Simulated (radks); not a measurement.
Results of a calculation; reference values are marked as such.
Neutral fluorine, 9 electrons, occupied as [He] 2s2 2p5 (the NIST ground configuration).

Code: a radial shooting solver on a logarithmic mesh with Libxc functionals. Model: scalar-relativistic Kohn-Sham, PBEsol, spin-polarised, spherical densities, finite nucleus; open shells are filled with parallel spins first; Fermi nuclear charge, rms radius 2.8976 fm.

Energy parts (hartree):
| part | energy |
|---|---|
| total | -99.46302 |
| kinetic | 99.34345 |
| electron-nucleus | -238.51566 |
| Hartree | 49.63051 |
| exchange-correlation | -9.92132 |

Orbitals (lengths in bohr, moments of r in powers of bohr; <r^-3> diverges for s and p1/2; r(90%) holds 90 % of the orbital's charge):
\begin{tabular}{lrrrrr}
orbital & occ. & eigenvalue (hartree) & r(90%) & <r^-3> & <r^2> \\ \hline
1s up & 1 & -24.30697 & 0.317 & - & 0.04219 \\
1s down & 1 & -24.27957 & 0.316 & - & 0.04209 \\
2s up & 1 & -1.12034 & 1.61 & - & 1.221 \\
2s down & 1 & -1.05819 & 1.63 & - & 1.252 \\
2p up & 3 & -0.43363 & 1.91 & 7.940 & 1.580 \\
2p down & 2 & -0.37328 & 2.00 & 7.595 & 1.711 \\
\end{tabular}

The highest occupied level is 2p down at -10.157 eV. The density falls to 0.001 e/bohr^3 at r = 3.12 bohr. The spin density at the nucleus is -0.0160 e/bohr^3 (1s -0.3216, 2s 0.3056). For comparison, the ionisation energy in NIST's Atomic Spectra Database is 17.423 eV (measured). In exact Kohn-Sham theory the highest level is minus the ionisation energy, but local and semilocal functionals leave it too shallow, through self-interaction and a potential that decays too fast; potentials with the right tail come closer. Summed over all electrons, <r^2> = 10.72 bohr^2, which gives a Langevin (diamagnetic) susceptibility term of -8.49 x 10^-6 cm^3/mol. The electron density at the nucleus is 463.1 e/bohr^3 (large components only).
